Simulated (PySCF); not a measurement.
## Computed spin Hamiltonian

Compound: C5H6ClFO2 (charge +1 and doublet state).
Geometry (GFN2-xTB, Å), atoms numbered from 1 in this order:
```xyz
15
C5H6ClFO2 angstrom
O      0.2499   -1.2141    0.3625
C      0.4624   -0.0361    0.2508
C      1.7753    0.5379    0.0302
C      2.8362   -0.2917   -0.0223
Cl     2.7373   -1.9526    0.1690
C     -0.6969    0.9984    0.3020
O     -1.8568    0.4422    0.8013
C     -2.3974   -0.6214    0.1244
F     -2.3202   -0.4574   -1.2149
H      1.8837    1.6025   -0.0920
H      3.8318    0.1019   -0.2047
H     -0.8063    1.3544   -0.7359
H     -0.4313    1.8276    0.9628
H     -1.8228   -1.5510    0.3591
H     -3.4493   -0.7327    0.4217
```

The hyperfine couplings belong to this conformer and change with its torsions.

Identity: `O=C([CH+][CH]Cl)COCF` [radical] (charge +1).

Computed with UKS B3LYP, pcH-1 on C Cl F H O, non-relativistic, mean-field spin-orbit, GIAO in PySCF. Isolated species at its GFN2-xTB geometry (one conformer only). Couplings are sensitive to structure, and on GFN2-xTB geometries they can be far from those on DFT ones, by a factor of two or more for some ions and for spin on atoms past the first row. No stability test was run, so a lower SCF solution isn't excluded.

```
g1, g2, g3                      : 2.00304, 2.01236, 2.01802
g_iso                           : 2.01114
Form of g                       : rhombic: the two nearest values differ by 38 % of g3 − g1
⟨S²⟩                            : 0.7549 (exact 0.7500)
α and β electrons               : 39, 38
HOMO–LUMO gap, α and β orbitals : 5.07, 2.30 eV
```

Hyperfine couplings atom by atom, in G; T1 to T3 are the principal values of the dipolar part; ρ(0) is the spin density at the nucleus (MHz turned into gauss with g_iso; 10 G = 1 mT):

| atom | isotope | a_iso | of which spin–orbit | T1 | T2 | T3 | Mulliken spin population | ρ(0) (bohr⁻³) |
| --- | --- | --- | --- | --- | --- | --- | --- | --- |
| O1 | 17O | -11.2 | -0.4 | -49.0 | 22.3 | 26.7 | 0.43 | 0.0502 |
| C2 | 13C | -11.4 | 0.0 | -4.8 | 0.0 | 4.9 | -0.02 | -0.0287 |
| C3 | 13C | 9.7 | -0.2 | -3.6 | -3.1 | 6.7 | 0.09 | 0.0246 |
| C4 | 13C | -3.6 | 0.1 | -2.0 | -0.1 | 2.1 | -0.02 | -0.0092 |
| Cl5 | 35Cl | 4.1 | 0.4 | -8.5 | -8.1 | 16.6 | 0.11 | 0.0233 |
| C6 | 13C | 1.3 | 0.0 | -4.9 | -4.3 | 9.1 | 0.08 | 0.0031 |
| O7 | 17O | -8.3 | -0.1 | -23.1 | 11.5 | 11.6 | 0.19 | 0.0380 |
| C8 | 13C | -3.7 | 0.0 | -3.0 | -2.3 | 5.3 | 0.02 | -0.0094 |
| F9 | 19F | 2.9 | 0.4 | -17.2 | -16.2 | 33.3 | 0.02 | 0.0017 |
| H10 | 1H | -1.0 | 0.0 | -1.8 | -0.4 | 2.2 | 0.00 | -0.0006 |
| H11 | 1H | 14.9 | 0.0 | -0.8 | -0.2 | 1.1 | 0.02 | 0.0094 |
| H12 | 1H | 15.4 | 0.0 | -1.8 | -0.8 | 2.7 | 0.02 | 0.0097 |
| H13 | 1H | 1.8 | 0.0 | -2.0 | -0.8 | 2.8 | 0.00 | 0.0012 |
| H14 | 1H | 59.0 | 0.0 | -3.7 | -0.6 | 4.3 | 0.05 | 0.0372 |
| H15 | 1H | 25.2 | 0.0 | -1.5 | -1.4 | 3.0 | 0.03 | 0.0159 |

The Mulliken spin populations are largest on O1 (+0.43), O7 (+0.19), Cl5 (+0.11) and C3 (+0.09).

C4, the radical centre as drawn in `O=C([CH+][CH]Cl)COCF`, holds a spin population of -0.02 out of 1.

Axes: g3 points within 5° of the O1–C2 bond.

Under fast tumbling the dipolar parts average out, and these isotropic splittings remain: 2 × 1H (H14/H15, I = 1/2, 3 lines) with 4.21 mT, 1 × 1H (H11, I = 1/2, 2 lines) with 1.49 mT, 2 × 1H (H12/H13, I = 1/2, 3 lines) with 0.86 mT, 1 × 35Cl (Cl5, I = 3/2, 4 lines) with 0.41 mT, 1 × 19F (F9, I = 1/2, 2 lines) with 0.29 mT and 1 × 1H (H10, I = 1/2, 2 lines) with 0.10 mT.

Means are taken over nuclei equivalent by connectivity, which assumes that they swap fast. The 1H value of +118.6 MHz is a mean of couplings from 71.0 to 166.2 MHz in this one geometry, not an average over conformers. The 1H value of +24.2 MHz is a mean of couplings from 5.2 to 43.2 MHz in this one geometry, not an average over conformers.

Main isotope only: 35Cl (natural samples also hold 24 % 37Cl, magnetic too, which adds its own pattern).

The 13C coupling of C2 (-32.2 MHz) shows only in satellite lines or after enrichment, since that isotope makes up about 1.07 % of natural carbon.

The 17O coupling of O1 (-31.5 MHz) shows only in satellite lines or after enrichment, since that isotope makes up about 0.038 % of natural oxygen.

The spin density at the nucleus, in bohr⁻³, is negative for C2 (-0.0287), C8 (-0.0094) and C4 (-0.0092), for instance. A restricted open-shell determinant has no negative spin density anywhere; here it arises because α and β orbitals differ (spin polarisation).
